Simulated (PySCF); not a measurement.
Screening by computed properties: pick the candidate that meets the target.

All species are isolated and taken at one optimised geometry (atoms past krypton carry core potentials, spin–orbit coupling is left out); the electronic structure was computed with PySCF and density fitting.

Dipoles, sizes and rotational constants follow the conformer. The torsions of the flexible species, by atom-mapped SMILES:
- `[N:1]#[C:2][SiH2:3][CH:4]1[CH2:5][CH2:6]1`: C2–Si3–C4–C5 38°

(1) Wanted: lowest triplet excitation (Tamm–Dancoff) below 4.6 eV (TDA PBE0/def2-SVPD) and static isotropic polarisability above 80 au (PBE0/def2-SVPD), at PBE0-D3(BJ)/def2-SVP geometries. Which candidate meets both?
A. `N#C[SiH2]C1CC1`
B. `C=C(C)[SiH3]`
C. `CCB(CC)N=C=O`
D. `CC[N]=[Ta]([OH])([OH])[OH]`

## Answers

(1) C. Computed values:
```csv
species,lowest triplet excitation (Tamm–Dancoff),static isotropic polarisability
C=C(C)[SiH3],4.13 eV,67.1 au
CCB(CC)N=C=O,4.57 eV,86.5 au
CC[N]=[Ta]([OH])([OH])[OH],4.67 eV,88.6 au
N#C[SiH2]C1CC1,5.74 eV,73.8 au
```
